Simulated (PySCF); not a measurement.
## Related systems: polycyclic quinone and quinodimethane

All values: TDA CAM-B3LYP/6-31G*, gas phase, PySCF SCF with an in-house response code, fitting set def2-universal-JFIT up to Ne and JKFIT beyond, grid level 1 (kernel 0), vertical, one conformer each, geometries GFN2-xTB; core orbitals frozen in the response, virtual orbitals above 1.5 Eh left out. The lowest 6 singlets were sought, and the brightest is taken among them. The runs took 0.4 to 2 CPU minutes each on shared server CPUs.

Some members have small gaps, where a closed-shell solution may not be the ground state. Without diffuse functions Rydberg states are missing, so unbound LUMOs, wide gaps and states within about 2 eV of the ionisation energy come out too high, and electron affinities are rough. The basis has no diffuse functions, so the polarisability comes out too low.

| system | formula | HOMO-LUMO gap / eV | S1 / eV | LUMO / eV | T1 (TDA) / eV | polarisability / bohr³ |
| --- | --- | --- | --- | --- | --- | --- |
| N#CC(C#N)=c1cc2cc3c(=C(C#N)C#N)cccc4cccc1c2c43 | C22H8N4 | 3.31 | 1.30 | -3.62 | 0.63 | 351 |
| c1ccc2cc3ccc4cccc(c1)c2c43 | C16H10 | 4.94 | 1.96 | -0.97 | 1.60 | 178 |
| c1ccc2cc3ccc4cccc(c1)c2[b-]43 | [C15H10B]- | 4.12 | 1.43 | 3.41 | 0.99 | 199 |
